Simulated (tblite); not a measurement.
Compound: C3H5F2GeN.
Geometry (GFN2-xTB, Å), atoms numbered from 1 in this order:
```xyz
12
C3H5F2GeN angstrom
N     -2.799   -0.261    0.985
C     -1.968   -0.030    0.065
C     -0.549   -0.133    0.352
C      0.425    0.047   -0.539
F      0.131    0.339   -1.828
Ge     2.364   -0.036   -0.222
F      2.665    1.227    0.943
H     -3.778   -0.172    0.723
H     -2.224    0.248   -0.965
H     -0.276   -0.368    1.372
H      3.158    0.391   -1.421
H      2.852   -1.252    0.510
```

Method: GFN2-xTB as coded in tblite; computed harmonic values from a numerical Hessian at the method's own geometry, unscaled. Errors from tens to a few hundred cm⁻¹ against measured bands are possible. Modes of hydrogen on germanium can be 10 to 20 % off. One conformer, not necessarily the lowest. The optimisation stopped once no atom felt more than 0.01 eV/Å.

Lowest wavenumbers of the output (negative numbers stand for imaginary wavenumbers):
```
mode    cm-1
  1     -21.9
  2      83.6
  3     104.6
  4     132.2
  5     202.1
  6     231.5
  7     302.7
  8     402.5
  9     434.7
 10     482.7
 11     486.6
 12     575.0
 13     661.4
 14     743.1
 15     756.9
```

Is this structure a minimum?

Not by this Hessian. 1 mode is imaginary beyond 20i (22i cm⁻¹), so at this level the point lies at or near a first-order saddle. The curvature is small, so loose convergence or finite differences may be the whole cause.

Which atoms move in the imaginary mode?

22i: F7 (fluorine bonded to Ge) 46 %, F5 (vinyl fluorine) 24 %, Ge6 (germanium bonded to C, F and 2 H) 12 %. These are shares of the mass-weighted motion.

What is the remedy?

Step along that mode in both directions, optimise again with tighter thresholds and repeat the frequencies. The zero-point energy of this point (43.9 kcal/mol) counts the 29 real modes alone, and thermal corrections from it aren't those of a minimum.

Hardware: one thread of an Arm Neoverse N1, shared host with 64 logical CPUs at a one-minute load of 62. Cost: 0.52 s wall. The figure is for the frequency step alone.
